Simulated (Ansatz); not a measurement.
`C[Si](C)(C)[Sn]([Cl])([Cl])[Cl]` at its PBE0-D4/def2-TZVP geometry, where that method's forces vanish. Total charge 0; spin multiplicity 1. Sn: def2 effective core potential.

```tsv
atom	x (Å)	y (Å)	z (Å)
C1	-1.786	-0.699	-0.543
Si2	-0.211	-0.117	0.269
C3	0.741	-1.496	1.087
C4	-0.465	1.357	1.382
Sn5	1.298	0.720	-1.659
Cl6	3.366	1.530	-0.946
Cl7	1.809	-0.921	-3.234
Cl8	0.366	2.465	-2.893
H9	-1.592	-1.509	-1.249
H10	-2.479	-1.070	0.218
H11	-2.278	0.114	-1.081
H12	1.695	-1.139	1.482
H13	0.943	-2.309	0.387
H14	0.160	-1.902	1.921
H15	-1.098	1.076	2.229
H16	-0.954	2.176	0.851
H17	0.485	1.724	1.777
```

Q: For each bond, give half the difference of the two atoms' forces along it (eV/Å; positive pushes the atoms apart) under PBE-D4, r2SCAN-D4, B3LYP-D4, ωB97M-V in def2-TZVPP. (Estimate.)

A: The calculation gave: 
```
   bond  length (Å)  PBE-D4  r2SCAN-D4  B3LYP-D4  ωB97M-V
 C1–Si2       1.865   -0.01       0.00      0.05     0.02
  C1–H9       1.092    0.10      -0.01     -0.05    -0.03
 C1–H10       1.095    0.11       0.00     -0.04    -0.05
 C1–H11       1.092    0.10      -0.01     -0.05    -0.03
 Si2–C3       1.865   -0.01       0.00      0.05     0.02
 Si2–C4       1.865   -0.01       0.00      0.05     0.02
Si2–Sn5       2.587   -0.15      -0.04     -0.11    -0.08
 C3–H12       1.092    0.10      -0.01     -0.05    -0.03
 C3–H13       1.092    0.10      -0.01     -0.05    -0.03
 C3–H14       1.095    0.11       0.00     -0.04    -0.05
 C4–H15       1.095    0.11       0.00     -0.04    -0.05
 C4–H16       1.092    0.10      -0.01     -0.05    -0.03
 C4–H17       1.092    0.10      -0.01     -0.05    -0.03
Sn5–Cl8       2.332    0.25       0.09      0.23     0.00
```

B3LYP here is the variant with VWN-RPA as its local correlation; programs differ in this.

Results of the Gaussian-basis code of Ansatz.
